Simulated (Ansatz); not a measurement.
`C[NH][GaH][InH2]`. The species carries charge 0 and has multiplicity 1. In: def2 effective core potential. The geometry is a stationary point of PBE0-D4/def2-TZVP. It is one conformer, not always the lowest.

```xyz
11

C     1.178   -1.266   -0.329
N     0.473   -0.935    0.883
Ga   -0.743    0.395    1.165
In   -1.334    1.948   -0.852
H     0.956   -2.281   -0.682
H     2.267   -1.184   -0.219
H     0.886   -0.579   -1.129
H     0.711   -1.542    1.653
H    -1.290    0.426    2.641
H    -2.635    1.602   -1.948
H    -0.471    3.418   -1.183
```

Task: What is the dipole moment at ωB97M-V/def2-TZVPP? (An estimate is asked.)

Result: The calculation gave: 1.21 D, with components (0.70, -0.95, 0.28) D in this frame, pointing from negative to positive charge.

Task: And with PBE, r2SCAN, B3LYP? (Best estimate.)

Result: Computed: PBE 1.47 D, r2SCAN 1.40 D, B3LYP 1.34 D.

Task: Give the Mulliken charges with ωB97M-V, B3LYP, r2SCAN in def2-TZVPP. (Best estimate.)

Result: Computed: 
| atom | ωB97M-V | B3LYP | r2SCAN |
| --- | --- | --- | --- |
| C1 | -0.20 | -0.15 | -0.01 |
| N2 | -0.29 | -0.29 | -0.33 |
| Ga3 | 0.17 | 0.12 | 0.16 |
| In4 | 0.17 | 0.32 | 0.28 |
| H5 | 0.12 | 0.10 | 0.06 |
| H6 | 0.12 | 0.10 | 0.06 |
| H7 | 0.08 | 0.06 | 0.02 |
| H8 | 0.10 | 0.12 | 0.14 |
| H9 | -0.03 | -0.06 | -0.07 |
| H10 | -0.11 | -0.15 | -0.15 |
| H11 | -0.11 | -0.15 | -0.15 |

B3LYP here is the variant with VWN-RPA as its local correlation; programs differ in this.
